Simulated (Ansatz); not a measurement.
Level of theory: frozen-core CCSD(T)/cc-pVQZ // CAM-B3LYP-D3(BJ)/def2-TZVP (Ansatz, a program for electronic structure). The restricted HF reference is unstable towards unrestricted orbitals.

Ansatz 0.2 input:
```yaml
crystal:
  periodic: [false, false, false]
  atoms:
    - { symbol: F, position_ang: [-1.799243, -1.345676, -0.518222] }
    - { symbol: Si, position_ang: [-0.969571, 0.019328, -0.518292] }
    - { symbol: Si, position_ang: [0.955511, 0.149857, 0.560731] }
    - { symbol: Cl, position_ang: [2.257802, -1.43594, 0.439212] }
    - { symbol: H, position_ang: [-1.929679, 1.101483, -0.19424] }
    - { symbol: H, position_ang: [1.683589, 1.36728, 0.132112] }
basis:
  gaussian: { orbitals: cc-pVQZ }
correlation:
  method: ccsd_t
```

Output:

```
Functional definition: HF
1756 factors; integrals over basis functions are off by at most 1.0e-3 eV
mean field evaluation 1: about -30967.3889 eV, gradient 2.8e1 eV
mean field evaluation 2: about -30967.5050 eV, gradient 2.8e1 eV
mean field evaluation 4: about -30969.4262 eV, gradient 2.6e0 eV
mean field evaluation 8: about -30969.4726 eV, gradient 2.3e-1 eV
mean field evaluation 16: about -30969.4731 eV, gradient 1.5e-6 eV
mean field -30969.47308905 eV, -1138.1071441598 hartree, gradient 1.5e-6 eV, S^2 0.000000; 0 other end points of the search recorded, 0 dependent functions left out; unrestricted orbitals would lower it
16 core orbitals not correlated
reference -30969.47308905 eV, -1138.1071441598 hartree; 12, 12 occupied and 264, 264 virtual orbitals, 1756 factors
second order -19.80545883 eV of doubles, -0.00000000 eV of singles
cycle   1  -20.18071545 eV  change   -3.8e-1 eV  update   1.1e-1
cycle   2  -20.66901632 eV  change   -4.9e-1 eV  update   4.0e-2
cycle   3  -20.80787139 eV  change   -1.4e-1 eV  update   2.2e-2
cycle   4  -20.78892815 eV  change    1.9e-2 eV  update   7.5e-3
cycle   5  -20.78271880 eV  change    6.2e-3 eV  update   3.6e-3
cycle   6  -20.78526916 eV  change   -2.6e-3 eV  update   1.4e-3
cycle   7  -20.78512662 eV  change    1.4e-4 eV  update   5.8e-4
cycle   8  -20.78495193 eV  change    1.7e-4 eV  update   2.2e-4
cycle   9  -20.78511225 eV  change   -1.6e-4 eV  update   9.4e-5
cycle  10  -20.78512467 eV  change   -1.2e-5 eV  update   3.2e-5
cycle  11  -20.78509053 eV  change    3.4e-5 eV  update   1.4e-5
cycle  12  -20.78510506 eV  change   -1.5e-5 eV  update   5.5e-6
perturbative correction -0.94028772 eV, -0.0345549364 hartree
Total energy: -30991.19848183 eV, -1138.9055376184 hartree
```

Cost: very roughly 50 core-minutes.
